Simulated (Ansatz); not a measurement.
Program: Ansatz. Geometries: PBE0-D4/def2-TZVP. ΔE: electronic, gas phase. CCSD(T)/CBS is the MP2 limit (def2-TZVPP, def2-QZVPP) plus CCSD(T) − MP2 in def2-TZVPP, frozen cores. This one scheme is used for every species. DFT in def2-TZVPP. B3LYP here is the variant with VWN-RPA as its local correlation; programs differ in this. Each species was taken in one conformer, which may not be the lowest.

Reaction (substitution at a C–Si bond): `C=C(O)[SiH2]O` + H–F → `C=C(O)F` + `O[SiH3]`

```
         level  ΔE (kJ/mol)
     r2SCAN-D4         43.6
      PBE-QIDH         53.7
         B3LYP         38.8
       r2SCANh         42.8
       r2SCAN0         44.3
 HF/def2-TZVPP         31.6
MP2/def2-TZVPP         66.8
  HF/CBS(def2)         31.9
```

(1) What does CCSD(T)/CBS give? (An estimate is asked.)

Largest T1 diagnostic among the species: 0.012.

Answers

(1) The calculation gave: +65.0 kJ/mol. The listed levels differ from it by -21.4, -11.3, -26.2, -22.2, -20.7, -33.4, 1.8, -33.1 kJ/mol.

At CCSD(T), def2-SVP lies −32.9 kJ/mol from the extrapolated value and def2-TZVPP −6.9 kJ/mol. Leaving LDA and LC-ωPBE aside and taking each functional with its dispersion term where it has one, the values, not all of them listed here, spread over 15.8 kJ/mol, from B97M-V to revPBE-D4. The D4 term adds +10.5 kJ/mol with B3LYP and +5.9 kJ/mol with PBE0; it sums over pairs of atoms, weighted by their polarisabilities, and B3LYP, whose exchange is more repulsive, gets the larger term.
